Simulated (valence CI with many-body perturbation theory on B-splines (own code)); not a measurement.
Results of a calculation; reference values are marked as such.
## A CI+MBPT run for Pd³¹⁺

Level of theory: relativistic CI+MBPT: five valence electrons over a frozen Dirac-Fock core [Ne], a basis of 6 s, 6 p, 5 d, 3 f, 1 g functions for each j, with the two-electron term Σ2, Breit, model QED; selected single and double excitations, second order for the rest, scaled by the run's own slope (own B-spline code, finite nucleus).

Command, and the settings that its task file holds:

```sh
python run_cv.py task.json out
```

```
atom Pd  Z=46  mass_number=106  rms_radius_fm=4.5318
core [Ne]
valence 3s2 3p3
avg = 1
basis = S
breit = 1
cap = 10000
capref = 1200
cscale = 1
de = 0.0
dress = 0
eps = 2e-08
extrap = 1
h = 0.27
hh = 1
l2 = 3
lcore = 6
maxit = 60
n2 = 5
natural = 1
nlev = 20
nno = [3, 3, 3, 2, 1]
nroot = 26
nsp = [3, 3, 2, 1, 0]
pt2 = 1
qed = 1
rpa = 1
s1 = 0
s2 = 1.2
s3 = 0
screen = 1
tol = 2e-05
whole = 1
```

It took 16 s on 1 thread of Intel(R) Xeon(R) 6975P-C (Granite Rapids), on a shared host.

Log. The first blocks belong to the next ion, which gives the ionisation energy. Fields: 2J, parity (1 odd), roots, reference size, generating configurations, candidates as configurations/state functions, variational space P, stored matrix elements, Davidson steps; e2 is the range of second-order energies in hartree. The first line gives the box (bohr), its intervals, the orbitals and the steps of their self-consistent field. Window is the range of levels sought, series limit the energy at which the first omitted orbital would enter, core excitation an estimate of the first excitation out of the core, left out the lowest levels not solved, and shifts from estimates the range by which levels moved from their first estimate, all in cm⁻¹.

```
rmax 2.6 intervals 57 orbitals 36 references ['3s2 3p3', '3s 3p4', '3s2 3p2 3d', '3p5', '3s 3p3 3d'] scf 5 t 0.5
2J=0 par=0 roots 2 ref 24 generators 8 cand 704/970 P 724/994 nnz 0 it 0
2J=0 par=0 roots 2 ref 24 generators 12 cand 1478/2407 P 2202/3401 nnz 9e+05 it 5
   second order: generators 19 cand 4040/7678 e2 -0.00002 -0.00002
reference levels 559, estimated 49, window 1380963 1/cm; series limit 10211587, core excitation 23452340
2J=3 par=1 roots 4 ref 66 generators 16 cand 260/926 P 909/3437 nnz 1.5e+06 it 4
2J=3 par=1 roots 4 ref 66 generators 28 cand 1069/6512 P 1978/9949 nnz 9.5e+06 it 8
   second order: generators 35 cand 11530/150813 e2 -0.00637 -0.00050
2J=5 par=1 roots 2 ref 65 generators 10 cand 215/937 P 784/3514 nnz 1.7e+06 it 5
2J=5 par=1 roots 2 ref 65 generators 21 cand 975/6433 P 1759/9947 nnz 9.7e+06 it 9
   second order: generators 28 cand 10638/156774 e2 -0.00676 -0.00122
2J=1 par=1 roots 2 ref 41 generators 12 cand 231/973 P 1076/3457 nnz 1.3e+06 it 5
2J=1 par=1 roots 2 ref 41 generators 19 cand 1565/6473 P 2641/9930 nnz 7.6e+06 it 8
   second order: generators 27 cand 9223/69335 e2 -0.00155 -0.00039
2J=5 par=0 roots 7 ref 74 generators 18 cand 249/1022 P 880/3584 nnz 1.6e+06 it 8
2J=5 par=0 roots 7 ref 74 generators 27 cand 961/6320 P 1841/9904 nnz 8.8e+06 it 10
   second order: generators 41 cand 13590/200105 e2 -0.00584 -0.00313
2J=3 par=0 roots 7 ref 71 generators 18 cand 218/1011 P 917/3568 nnz 1.5e+06 it 10
2J=3 par=0 roots 7 ref 71 generators 26 cand 1046/6368 P 1963/9936 nnz 8.5e+06 it 10
   second order: generators 40 cand 11361/129643 e2 -0.00463 -0.00273
2J=1 par=0 roots 4 ref 44 generators 19 cand 249/997 P 1213/3533 nnz 1.3e+06 it 6
2J=1 par=0 roots 4 ref 44 generators 21 cand 1620/6389 P 2833/9922 nnz 7.2e+06 it 8
   second order: generators 32 cand 9893/69823 e2 -0.00166 -0.00060
2J=7 par=0 roots 3 ref 54 generators 12 cand 216/1012 P 894/3552 nnz 1.6e+06 it 4
2J=7 par=0 roots 3 ref 54 generators 20 cand 801/6414 P 1695/9966 nnz 9.8e+06 it 7
   second order: generators 29 cand 11258/159025 e2 -0.00359 -0.00329
2J=9 par=0 roots 2 ref 34 generators 9 cand 153/1090 P 1003/3746 nnz 1.7e+06 it 4
2J=9 par=0 roots 2 ref 34 generators 17 cand 839/6250 P 1842/9996 nnz 1e+07 it 6
   second order: generators 27 cand 10074/157227 e2 -0.00204 -0.00196
left out: unestimated 2066127, estimated 1519476, shifts from estimates -15 to 88
operators 0.4
```

The Davidson iterations converged.

The last digits are not significant, and no measured levels were compared; by estimate large intervals hold to a few tenths of a per cent, small ones and those within an open d or f shell to about a per cent. Among the levels kept, up to 1200 cm⁻¹ of a level comes from second order outside the variational space, and about a tenth of that is noise between levels of different J, which matters for small intervals.

| Quantity | Value |
| --- | --- |
| Valence energy | -377.545 hartree |
| Ionisation energy | 1853.8 eV (NIST: 1869 ± 7 eV (semi-empirical)) |
| Reference configurations for the orbitals | 3s2 3p3, 3s 3p4, 3s2 3p2 3d, 3p5, 3s 3p3 3d |
| Radial orbitals | 36 |
| Box radius | 2.634 bohr |
| Largest variational space | 9996 |
| Lowest levels | (3s^2 3p1/2^2 3p3/2) J=3/2 0.00, (3s^2 3p1/2 3p3/2^2) J=3/2 31.04, (3s^2 3p1/2 3p3/2^2) J=5/2 37.51, (3s^2 3p1/2 3p3/2^2) J=1/2 45.62, (3s^2 3p3/2^3) J=3/2 77.08, (3s 3p1/2^2 3p3/2^2) J=5/2 111.69, (3s^2 3p1/2^2 3d3/2) J=3/2 119.49, (3s 3p1/2^2 3p3/2^2) J=1/2 129.07, (3s 3p1/2^2 3p3/2^2) J=3/2 132.71, (3s^2 3p1/2^2 3d5/2) J=5/2 137.95, (3s 3p1/2 3p3/2^3) J=3/2 147.84, (3s^2 3p1/2 3p3/2 3d3/2) J=5/2 152.23, (3s^2 3p1/2 3p3/2 3d3/2) J=3/2 [a] 152.37, (3s^2 3p1/2 3p3/2 3d3/2) J=1/2 153.39 eV |

Levels are named by their leading jj configuration (3d3/2^4 stands for four electrons in 3d with j = 3/2), which in mixed levels can hold well under half, so a name can repeat and another be missing. Letters in brackets count levels of one name in rising energy.
